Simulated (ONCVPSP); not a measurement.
**Potentials for lead compared**

Generated with ld1.x 7.5 (TM, RRKJ, ultrasoft, PAW), atompaw 4.2 or ONCVPSP 4.0.1. The cutoff is in Ry: for ld1.x and atompaw files where the sum of valence levels is converged to 10 mRy in a Bessel basis, for ONCV files where the hardest occupied wave has 1 mHa per electron of residual kinetic energy. The error is the largest all-electron minus pseudo excitation energy over each file’s own four to seven test configurations (ionisations up to +4, promotions, holes and added fractions of an electron), all of which were solved. The labels leave out finer settings (local radius, basis sizes, second energies), which also bear on the numbers. Spin-polarised tests are not counted. The rows are a selection from randomly drawn settings: files with unsolved tests, undetermined cutoffs or missed reference levels are left out.

A true bound ghost makes a file unfit for plane-wave use even where its test errors are small: the radial tests pick states by their node count and pass the ghost by.

| potential | cutoff (Ry) | largest error (meV) | bound ghosts |
| --- | --- | --- | --- |
| ONCV, LDA (Perdew-Wang 92), non-relativistic, rc 2.35/3.00/1.70 (spd), local smoothed, core correction yes, reference 5d10 6s2 6p2, qcut 2.6/2.2/8.1, projectors 2/2/2 | 49 | -106 | s, p |
| ONCV, PBE, fully relativistic, rc 1.45/1.60/1.70 (spd), local smoothed, core correction yes, reference 5s2 5p6 5d10 6s1.75 6p2.25, qcut 7.4/7/10.1, projectors 2/2/1 | 54 | -580 | none |
| ONCV, LDA (Perdew-Zunger), scalar-relativistic, rc 1.85/2.25 (sp), local smoothed, core correction no, reference 6s2 6p0.5, qcut 2.7/3.3, projectors 2/1 | 64 | +217 | s, p |
| ONCV, PBE, scalar-relativistic, rc 1.35/1.80/1.95 (spd), local smoothed, core correction no, reference 5s2 5p6 5d10 6s2 6p2, qcut 10.1/6/7, projectors 2/2/2 | 73 | -27 | none |

Problem. Fill in the row for Pb: ONCV, BLYP, scalar-relativistic, rc 1.90/2.25 (sp), local smoothed, core correction no, reference 6s2 6p0.5, qcut 3/3, projectors 2/2.

Solution. cutoff 37 Ry, largest error +107 meV, bound ghosts: none.

Problem. Fill in the row for Pb: ONCV, PBEsol, scalar-relativistic, rc 1.45/1.40/2.05 (spd), local smoothed, core correction yes, reference 5s2 5p6 5d10 6s2 6p2, qcut 10.4/8.3/8.9, projectors 2/3/1.

Solution. cutoff 71 Ry, largest error -24 meV, bound ghosts: none.
